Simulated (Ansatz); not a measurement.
`O[SiH2]BO[SiH3]`, relaxed with RKS PBE-D4/def2-SVP in Ansatz 0.2.0 from a rough embedded geometry. The force threshold is 0.03 eV/Å; the program also tests the step.

Charge 0, multiplicity 1.

Start:

```xyz
12

O    -1.326    1.796    1.181
Si   -0.535    0.410    1.654
B    -0.588   -0.928    0.211
O     0.723   -1.460   -0.245
Si    1.036   -0.550   -1.705
H    -0.759    2.206    0.399
H     0.881    0.738    2.001
H    -1.170   -0.102    2.872
H    -1.639   -1.320   -0.096
H     1.199    0.886   -1.315
H    -0.088   -0.651   -2.673
H     2.268   -1.023   -2.284
```

```json
{"step": "1", "energy (eV)": "-20618.1458", "largest force (eV/Å)": "2.772", "largest move (Å)": "0.000"}
{"step": "2", "energy (eV)": "-20618.6391", "largest force (eV/Å)": "2.195", "largest move (Å)": "0.196"}
{"step": "3", "energy (eV)": "-20618.8196", "largest force (eV/Å)": "0.851", "largest move (Å)": "0.101"}
{"step": "4", "energy (eV)": "-20618.9328", "largest force (eV/Å)": "0.323", "largest move (Å)": "0.200"}
{"step": "5", "energy (eV)": "-20618.9942", "largest force (eV/Å)": "0.402", "largest move (Å)": "0.197"}
{"step": "6", "energy (eV)": "-20619.0510", "largest force (eV/Å)": "0.328", "largest move (Å)": "0.198"}
{"step": "7", "energy (eV)": "-20619.0951", "largest force (eV/Å)": "0.362", "largest move (Å)": "0.197"}
{"step": "8", "energy (eV)": "-20619.1360", "largest force (eV/Å)": "0.487", "largest move (Å)": "0.197"}
{"step": "9", "energy (eV)": "-20619.2051", "largest force (eV/Å)": "0.316", "largest move (Å)": "0.200"}
{"step": "10", "energy (eV)": "-20619.2457", "largest force (eV/Å)": "0.117", "largest move (Å)": "0.200"}
{"step": "11", "energy (eV)": "-20619.2589", "largest force (eV/Å)": "0.045", "largest move (Å)": "0.127"}
{"step": "13", "energy (eV)": "-20619.2630", "largest force (eV/Å)": "0.059", "largest move (Å)": "0.095"}
{"step": "15", "energy (eV)": "-20619.2643", "largest force (eV/Å)": "0.033", "largest move (Å)": "0.011"}
{"step": "17", "energy (eV)": "-20619.2651", "largest force (eV/Å)": "0.020", "largest move (Å)": "0.028"}
{"step": "19", "energy (eV)": "-20619.2679", "largest force (eV/Å)": "0.130", "largest move (Å)": "0.045"}
{"step": "21", "energy (eV)": "-20619.2733", "largest force (eV/Å)": "0.256", "largest move (Å)": "0.195"}
{"step": "23", "energy (eV)": "-20619.2792", "largest force (eV/Å)": "0.305", "largest move (Å)": "0.194"}
{"step": "25", "energy (eV)": "-20619.2889", "largest force (eV/Å)": "0.147", "largest move (Å)": "0.049"}
{"step": "27", "energy (eV)": "-20619.2943", "largest force (eV/Å)": "0.173", "largest move (Å)": "0.085"}
{"step": "29", "energy (eV)": "-20619.2990", "largest force (eV/Å)": "0.188", "largest move (Å)": "0.074"}
{"step": "31", "energy (eV)": "-20619.3012", "largest force (eV/Å)": "0.191", "largest move (Å)": "0.092"}
{"step": "33 (rejected)", "energy (eV)": "-20619.3037", "largest force (eV/Å)": "0.130", "largest move (Å)": "0.074"}
{"step": "35", "energy (eV)": "-20619.3075", "largest force (eV/Å)": "0.028", "largest move (Å)": "0.069"}
```

End:

```xyz
12

O    -1.968    1.238    2.350
Si   -0.458    0.600    1.921
B    -0.382    0.071   -0.049
O     0.777   -0.451   -0.534
Si    1.223   -1.000   -2.086
H    -2.344    1.828    1.674
H     0.671    1.562    2.242
H    -0.261   -0.599    2.811
H    -1.345    0.211   -0.806
H     2.314   -0.099   -2.584
H     0.035   -0.961   -3.007
H     1.738   -2.399   -1.932
```

It took 45 s on 4 threads of an Arm Neoverse V1 on a shared host, with 0.15 GiB of host memory at the peak.
